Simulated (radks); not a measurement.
Species: W XLIII. Configuration: [Ar] 3d10 4s2 4p2. All-electron calculation, scalar-relativistic Kohn-Sham, PBE, spin-unpolarised, spherical densities, point nucleus. Program: a radial shooting solver on a logarithmic mesh with Libxc functionals.

Normalised radial functions P(r) = r R(r), r in bohr:

```
   r/bohr * 2p, o 3s, + 3d (the largest magnitude, 3.68, reaches the edge; | marks zero, & curves that meet)
 0.002254                             +*  o
 0.002865                             +*   o
 0.003642                             +*   o
 0.004593                             + *   o
 0.005839                             + *    o
 0.007423                             +   *  o
 0.009437                             +    * o
    0.012                             +     o*
  0.01525                             +   o     *
  0.01939                             |+o           *
  0.02465                           o |+                *
  0.03133                       o     | +                   *
  0.03983                    o        |   +                    *
  0.05063                  o          |     +                    *
  0.06437                   o         |        +                *
  0.08183                         o   |           +          *
    0.104                             |   o           +*
   0.1322                             |         *  o    +
   0.1681                             |    *            &
    0.212                             | *            +  o
   0.2695                             *         + o
   0.3426                             *    +o
   0.4356                             * &
   0.5537                             &+
   0.7039                             &
   0.8948                             &
    1.138                             &
```

2p: eigenvalue -12484.2 eV, 0 radial nodes, <r> = 0.0693 bohr, 90 % of the charge inside 0.113 bohr. 3s: eigenvalue -4666.0 eV, 2 radial nodes at r = 0.0221, 0.0926 bohr, <r> = 0.198 bohr, 90 % of the charge inside 0.289 bohr. 3d: eigenvalue -3722.5 eV, 0 radial nodes, <r> = 0.178 bohr, 90 % of the charge inside 0.274 bohr.
